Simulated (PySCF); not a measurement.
(1Z)-1,2-difluorobuta-1,3-diene (C₄H₄F₂), SMILES C=C/C(F)=C/F. Geometry: PBE0-D3(BJ)/def2-SVP. One conformer was computed; it need not be the lowest.

These are PySCF with PBE0-D3(BJ)/def2-SVP values and carry that method's errors.

Harmonic wavenumbers (cm⁻¹): 130, 194, 283, 294, 477, 527, 664, 729, 816, 915, 941, 1014, 1040, 1217, 1249, 1316, 1396, 1450, 1713, 1799, 3182, 3202, 3250, 3290. Rotational constants (GHz): 9.861, 2.170, 1.778; symmetry number 1.

Q: Work out the zero-point energy and the ideal-gas rigid-rotor harmonic-oscillator thermochemistry at 298.15 K and 1 atm.

A: ZPE = ½ Σ hcν = ½ × 31087 cm⁻¹ = 185.94 kJ/mol. H − E(el) = 203.97 kJ/mol. Entropy in J/(mol K): translation 164.88, rotation 111.03, vibration 45.14, total 321.05. G − E(el) = 108.25 kJ/mol. Cp = 93.27 J/(mol K). Modes under 150 cm⁻¹ make the vibrational entropy uncertain.
